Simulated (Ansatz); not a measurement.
Consider the redistribution: `C=[N][GaH2]` + `CC1OB1O` → `C=[N][GaH][CH3]` + `OB1CO1`.

Gas-phase electronic energies from Ansatz, PBE0-D4/def2-TZVP geometries. CCSD(T)/CBS adds triple-zeta CCSD(T) − MP2 to the extrapolated MP2 energy (def2 sets, frozen cores). DFT in def2-TZVPP. B3LYP here is the variant with VWN-RPA as its local correlation; programs differ in this. For Ga outer-core shells are correlated without core-valence functions, which leaves a few kJ/mol of doubt a bond. Scalar relativity is left out up to krypton. Each species was taken in one conformer, which may not be the lowest.

Problem. Is it downhill or uphill in electronic energy at CCSD(T)/CBS, and by how much? (An estimate is asked.)

Solution. Ansatz gave: Downhill: ΔE = -24.9 kJ/mol.

Problem. What do these levels give: r2SCAN-D4, B3LYP-D4, ωB97X-V, ωB97M-V, B2PLYP, r2SCAN, HF/def2-TZVPP, SCS-MP2/def2-TZVPP, CCSD(T)/def2-TZVPP, HF/CBS(def2), MP2/CBS(def2), CCSD/CBS(def2)? (Best estimate.)

Solution. The calculation gave: r2SCAN-D4 -19.0, B3LYP-D4 -19.6, ωB97X-V -18.1, ωB97M-V -20.1, B2PLYP -21.5, r2SCAN -19.1, HF/def2-TZVPP -16.4, SCS-MP2/def2-TZVPP -23.1, CCSD(T)/def2-TZVPP -22.8, HF/CBS(def2) -15.6, MP2/CBS(def2) -27.8, CCSD/CBS(def2) -24.9 kJ/mol.

Largest T1 diagnostic among the species: 0.017.

In def2-TZVPP, CCSD(T) changes the Hartree–Fock value by −6.4 kJ/mol (the triples alone add +0.0 kJ/mol) and MP2 by −9.3 kJ/mol.
